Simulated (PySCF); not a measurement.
# Te₂: from constants to spectrum

ROHF-CCSD(T) constants of Te₂, ³Σg⁻ (triplet), unpaired electrons π ↑↑ (PySCF, spin-free X2C with a Gaussian nucleus, basis sets Te x2c-TZVPPall; masses 129.9062 and 129.9062 u):

- ωe: 251.9 cm⁻¹
- ωexe: 0.45 cm⁻¹
- Be: 0.03936 cm⁻¹
- αe: 9.07e-05 cm⁻¹
- D (centrifugal): 3.84e-09 cm⁻¹
- De to Te + Te: 2.68 eV

(1) Give the vibrational terms G(v) and spacings up to v = 6.

(2) How well does the Morse estimate ωe²/(4ωexe) reproduce De, and what is D0?

Correlated steps freeze 36 core orbitals. Spin–orbit coupling is left out, which matters for elements this heavy, above all for dissociation energies. The state is the lowest determinant that a PBE0 search found; another state may lie lower at other levels.

Results:

(1) G(v) = ωe(v+½) − ωexe(v+½)².

| v | G(v) (cm⁻¹) | G(v) − G(v−1) | Bv (cm⁻¹) |
| --- | --- | --- | --- |
| 0 | 125.8 |  | 0.03931 |
| 1 | 376.8 | 251.0 | 0.03922 |
| 2 | 626.9 | 250.1 | 0.03913 |
| 3 | 876.1 | 249.2 | 0.03904 |
| 4 | 1124.4 | 248.3 | 0.03895 |
| 5 | 1371.8 | 247.4 | 0.03886 |
| 6 | 1618.3 | 246.5 | 0.03877 |

(2) It gives 4.37 eV, 163 % of the computed De. D0 = De − G(0) = 2.68 − 0.02 = 2.66 eV.
